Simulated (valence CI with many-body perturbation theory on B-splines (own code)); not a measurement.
Values are calculated unless marked as measured or tabulated.
Se XXII: input, log and results

The program does CI of the valence electrons with many-body perturbation theory for a frozen closed Dirac-Fock core.

Command, and the settings that its task file holds:

```sh
python run_cv.py task.json out
```

```
atom Se  Z=34  mass_number=80  rms_radius_fm=4.1400
core [Ne] 3s1
valence 3s2 3p1
avg = 1
basis = S
breit = 1
cap = 10000
capref = 1200
cscale = 1
de = 0.0
dress = 0
eps = 2e-08
extrap = 1
h = 0.27
hh = 1
l2 = 3
lcore = 6
maxit = 60
n2 = 5
natural = 1
nlev = 21
nno = [3, 3, 3, 2, 1]
nroot = 26
nsp = [3, 3, 2, 1, 0]
pt2 = 1
qed = 1
rpa = 1
s1 = 1
s2 = 1
s3 = 1
screen = 1
tol = 2e-05
whole = 1
```

Task: What became of the run, and why?

Result: It gave no result: the perturbation theory needs a core of closed shells. The program said: "the core must hold closed shells only".
